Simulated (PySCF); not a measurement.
C₇H₁₂O₂.
Atom-mapped SMILES: `[CH3:1][CH2:2][O:3][C@@H:4]1[CH2:5][CH2:6][C:7](=[O:8])[CH2:9]1` (hydrogens: H10, H11, H12 on C1; H13, H14 on C2; H15 on C4; H16, H17 on C5; H18, H19 on C6; H20, H21 on C9)

The geometry is computed with GFN2-xTB (gas phase).

Task: List the bond lengths, angles and torsions at this level.

Result: 
```csv
bond,length (pm)
C1–C2,152.0
C2–O3,141.0
O3–C4,141.2
C4–C5,153.5
C5–C6,152.4
C6–C7,151.1
C7=O8,120.1
C7–C9,151.7
C4–C9,153.5
"C1–H10, C1–H11, C1–H12",108.6
C2–H13,110.0
C2–H14,110.3
C4–H15,110.1
C5–H16,109.0
C5–H17,108.8
C6–H18,109.2
C6–H19,108.9
C9–H20,109.0
C9–H21,109.1
```

Bonds in one row agree within 1 pm and their mean is given. A selection of angles:
```csv
angle,degrees
C2–C1–H10,110.0
H10–C1–H11,109.3
C1–C2–O3,108.3
C1–C2–H13,109.9
C1–C2–H14,110.5
O3–C2–H13,110.8
O3–C2–H14,109.6
H13–C2–H14,107.8
C2–O3–C4,115.0
O3–C4–C5,107.8
O3–C4–C9,112.2
O3–C4–H15,109.4
C5–C4–C9,103.6
C5–C4–H15,111.8
C9–C4–H15,111.8
C4–C5–C6,104.0
C4–C5–H16,109.6
C4–C5–H17,110.5
C6–C5–H16,110.8
C6–C5–H17,112.7
H16–C5–H17,109.1
C5–C6–C7,105.4
C5–C6–H18,110.4
C5–C6–H19,114.3
C7–C6–H18,107.0
C7–C6–H19,111.5
H18–C6–H19,108.2
C6–C7–O8,126.2
C6–C7–C9,108.2
O8–C7–C9,125.6
C7–C9–H20,110.5
C7–C9–H21,108.6
C4–C9–C7,105.4
C4–C9–H20,113.1
C4–C9–H21,111.2
H20–C9–H21,108.0
```

Torsions: C1–C2–O3–C4 -177° (antiperiplanar); C2–O3–C4–C5 -163° (antiperiplanar); O3–C4–C5–C6 -82° (synclinal); C4–C5–C6–C7 -31° (synclinal); C5–C6–C7–O8 -167° (antiperiplanar); C6–C7–C9–C4 10° (synperiplanar); O3–C4–C9–C7 87° (synclinal).

The 3 C–O bonds span 1.201 Å (C7=O8, drawn double) to 1.412 Å (O3–C4, drawn single), a spread of 0.211 Å. The 5-membered ring C4–C5–C6–C7–C9 has internal angles of 103.6° to 108.2°; it is puckered, 0.16 Å rms from its mean plane, widest ring torsion 37°. O3 (ether oxygen) is bent (angle 115.0°). Of the pairs four or more bonds apart, H13···H20 is among the closest relative to their van der Waals radii: 2.29 Å, 95 % of the sum of Bondi's values. The C–C distances run from 1.511 Å (C6–C7, drawn single) to 1.535 Å (C4–C9, drawn single), a spread of 0.024 Å.

Point group: C1 (no symmetry element, even within 0.4 Å). Not checked by GFN2-xTB frequencies. The numbers are those of one conformer.
